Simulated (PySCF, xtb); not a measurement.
BrH2NTe, SMILES N[Te]Br.

Geometry: B3LYP-D3(BJ)/def2-SVP. The def2 effective core potentials stand for the cores of Te; spin–orbit coupling is left out. One conformer was computed; it need not be the lowest.

Level of theory: PySCF with IEF-PCM-PBE0/def2-SVP.

The values are the electrostatic part of the solvation free energy, E(continuum) − E(gas) at the gas-phase geometry, in a cavity of scaled van der Waals radii (PySCF's table); cavitation and dispersion terms are not included. In vacuum the orbital gap is 3.95 eV. The dipole moment in vacuum is 2.12 D.

Computed values in water (ε = 78.36), n-hexane (ε = 1.88), ethanol (ε = 24.85):
| solvent | ε | ΔG(elec) (kcal/mol) | dipole (D) | gap (eV) |
|---|---|---|---|---|
| water | 78.36 | -5.6 | 3.03 | 4.00 |
| n-hexane | 1.88 | -2.0 | 2.45 | 3.97 |
| ethanol | 24.85 | -5.3 | 2.99 | 4.00 |

For comparison, GFN2-xTB/ALPB(water) (xtb, at the GFN2-xTB geometry, all terms of that model) gives -4.4 kcal/mol.
